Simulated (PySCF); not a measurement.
## Electronic structure of Mn⁺ (manganese, charge +1) at the UHF level

Configuration: [Ar] 3d5 4s1, high-spin 7S determinant. Computed with PySCF 2.14 in aug-cc-pVDZ (7s6p4d2f, 59 functions), with no relativity, point nucleus.

- Total energy: -1149.647939 hartree
- One-electron energy: -1578.1241 hartree
- Hartree (Coulomb) energy: 479.3647 hartree
- Exchange energy: -50.8885 hartree
- Kinetic energy: 1149.68885 hartree
- ⟨S²⟩: 12.0002
- ⟨L²⟩: 0.000
- Sum of ⟨r⟩: 17.91 bohr
- Sum of ⟨r²⟩: 25.99 bohr²
- Density at the nucleus (Gaussians lack the cusp): 10500 bohr⁻³
- Spin density at the nucleus: 4.43 bohr⁻³
- Langevin diamagnetic susceptibility: -20.6 ×10⁻⁶ cm³/mol
- Time after the integrals: 0.4 s of wall time on 1 thread of Neoverse-N1 (shared host)

| shell | electrons | mean orbital energy (eV) | rms radius, mean of both spins (bohr) |
| --- | --- | --- | --- |
| 1s α | 1 | -6553.3 | 0.0713 |
| 1s β | 1 | -6553.2 | 0.0713 |
| 2s α | 1 | -801.96 | 0.305 |
| 2s β | 1 | -798.14 | 0.305 |
| 2p α | 3 | -685.00 | 0.274 |
| 2p β | 3 | -681.30 | 0.274 |
| 3s α | 1 | -117.52 | 0.924 |
| 3s β | 1 | -106.09 | 0.924 |
| 3p α | 3 | -82.250 | 0.991 |
| 3p β | 3 | -68.664 | 0.991 |
| 3d α | 5 | -25.477 | 1.27 |
| 4s α | 1 | -14.821 | 3.10 |
